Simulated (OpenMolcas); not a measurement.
# What dynamic correlation does to the levels of neutral rubidium

| Property | Result |
| --- | --- |
| Program | OpenMolcas 26.06 |
| Basis | ANO-RCC-VDZ [6s5p1d] |
| Scalar Hamiltonian | X2C, point nucleus |
| Active space | 1 electron in 4 orbitals (5s 5p) |
| State averaging | 2S+1 = 2 even, 1 root; 2S+1 = 2 odd, 3 roots |
| Spin-orbit coupling | RASSI with atomic mean-field integrals over the reference wave functions, term energies averaged over their components |

Methods on the same reference wave functions:
A. CASSCF
B. SS-CASPT2, IPEA 0.25 Eh, imaginary shift 0.1 Eh (closed shells correlated: 4s 4p)

Energies in cm-1 above 5s 2S 1/2, the measured ground level; measured values from NIST Handbook of Basic Atomic Spectroscopic Data.

```
     Level      A      B  Measured
 5s 2S 1/2    0.0    0.0       0.0
5p 2P* 1/2  10738  10950     12579
5p 2P* 3/2  10878  11089     12817
```

Deviations, from unrounded energies. A percentage is the sum of absolute deviations over the sum of measured energies, with the sign that they share, or ± where signs differ.

```
           Against measurement  Levels      A      B
mean absolute deviation (cm-1)       2   1900   1700
      other configurations (%)       2  -14.9  -13.2
```

B lies closest to measurement on these levels. The largest miss of B in the table is 5p 2P* 3/2, by -1700 cm-1. The ranking rests on the paired levels alone, and a cruder setting can come out closer through cancelling errors.

The lowest spin-free term lies below A's lowest term by 0.023 hartree in B.

ANO sets are built for ground and valence states and can reach diffuse excited orbitals poorly. With one active electron the reference holds no correlation, so core polarisation is missing (holds for A). With one active electron, CASPT2 adds the correlation within the correlated inactive shells and between them and that electron, and leaves the splitting within a term as the reference gives it (holds for B). Computed and measured levels are paired by configuration, term and J; levels that our copy of the source lacks, or whose pairing is in doubt (as where it misses far off the trend of its configuration), stay unpaired and out of the deviations. Levels of configurations outside the active space are missing.

* marks odd parity.
